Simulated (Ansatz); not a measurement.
The cluster AlB₁₂⁻. Total charge -1; triplet. Geometry PBE-D4/def2-SVP; atoms count from 1.

```xyz
13

Al   -0.5519   -2.1334    1.9573
B     0.0803    0.8280   -0.6619
B    -0.9737   -2.5882    0.0388
B     0.2133    2.2197   -1.7737
B     1.0815    1.5948    0.9044
B    -0.5562    1.0151   -2.3490
B    -0.4669   -0.9081   -0.2136
B     0.3912   -0.0482    0.9659
B     0.8653    2.4399   -0.3952
B     1.2800    0.6654    2.1823
B     0.8316   -0.7790    2.5200
B    -1.2608   -1.8810   -1.3099
B    -0.9336   -0.4249   -1.8654
```

The structure comes from a short search, and lower isomers may exist.

**Question.** Estimate the Mulliken populations from the PBE0/def2-TZVPD orbitals of Ansatz.

**Answer.** 
```
atom  charge (e)  spin (α − β)
 Al1       -0.49          0.86
  B2        0.86          0.04
  B3       -0.23          0.08
  B4        0.28          0.18
  B5        0.25          0.18
  B6        0.00          0.10
  B7       -0.53         -0.15
  B8       -0.53         -0.15
  B9        0.00          0.10
 B10       -0.33          0.24
 B11       -0.23          0.08
 B12       -0.33          0.24
 B13        0.25          0.18
```
Mulliken values and Mayer orders depend strongly on the basis. With diffuse functions, as here, like atoms can get unlike values, and bond orders can come out too low or too high.

**Question.** Where does the spin sit?

**Answer.** Summed by element: Al 0.86, B 1.14, of 2 unpaired in all. Largest on single atoms: Al1 0.86, B12 0.24, B10 0.24.

**Question.** And the Mayer bond orders between bonded heavy atoms (over 0.3)?

**Answer.** Al1–B3 0.93 (2.02 Å); Al1–B11 0.93 (2.02 Å); B2–B4 0.79 (1.79 Å); B2–B6 0.59 (1.81 Å); B2–B9 0.59 (1.81 Å); B3–B7 0.32 (1.77 Å); B3–B12 1.33 (1.55 Å); B4–B6 1.13 (1.54 Å); B4–B9 1.13 (1.54 Å); B5–B9 1.12 (1.57 Å); B5–B10 0.95 (1.59 Å); B6–B13 1.12 (1.57 Å); B7–B8 2.08 (1.69 Å); B7–B12 0.67 (1.67 Å); B8–B10 0.67 (1.67 Å); B8–B11 0.32 (1.77 Å); B10–B11 1.33 (1.55 Å); B12–B13 0.96 (1.59 Å).
